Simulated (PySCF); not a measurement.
H₃O₃Si, SMILES [Si](O)(O)O, multiplicity 2.

Coordinates come from a PBE-D3(BJ)/def2-SVP optimisation. The isomer is the one that the SMILES or the coordinates give; other isomers of the formula were not compared. One conformer was computed; it need not be the lowest.

Calculation: PBE-D3(BJ)/def2-SVP (PySCF).

Frequencies are harmonic and unscaled.

Modes within 1.5 cm⁻¹ of each other (mostly degenerate sets) share a row, with their intensities summed.

Question: Estimate the vibrational spectrum. (An estimate is asked for; the answer gives what the named calculation found.)

Answer: 
| mode | ν (cm⁻¹) | IR (km/mol) | moving atoms (share of kinetic energy) |
|---|---|---|---|
| 1–2 | 152 | 114.9 | H 81 %, O 15 % |
| 3 | 273 | 174.3 | H 93 % |
| 4–5 | 294 | 12.3 | O 69 %, H 22 %, Si 9 % |
| 6 | 366 | 38.6 | O 55 %, Si 40 % |
| 7 | 749 | 17.9 | O 72 %, Si 18 %, H 11 % |
| 8–9 | 769 | 449.8 | H 68 %, O 29 % |
| 10 | 804 | 84.7 | H 82 %, O 14 % |
| 11–12 | 904 | 179.2 | Si 43 %, O 37 %, H 20 % |
| 13–15 | 3748 | 232.6 | H 94 % |
